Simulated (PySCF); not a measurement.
Mn(OH) (HMnO), SMILES [OH][Mn] (connectivity only; charge and spin as stated), neutral, multiplicity 7.

The structure is a stationary point at B3LYP-D3(BJ)/def2-TZVP. A frequency run showed that this geometry is not a minimum. The multiplicity is an assumed one; other spin states were not compared.

Method: PySCF with B3LYP-D3(BJ)/def2-TZVP.

Frequencies are harmonic and unscaled.

Modes within 1.5 cm⁻¹ of each other (mostly degenerate sets) share a row, with their intensities summed.

Q: Give all harmonic wavenumbers and intensities. (An estimate is asked for; the answer gives what the named calculation found.)

A: 
```csv
mode,ν (cm⁻¹),IR (km/mol),moving atoms (share of kinetic energy)
1–2,167i,327.8,"H 87 %, O 13 %"
3,670,136.5,"O 72 %, Mn 24 %"
4,3916,31.4,H 94 %
```
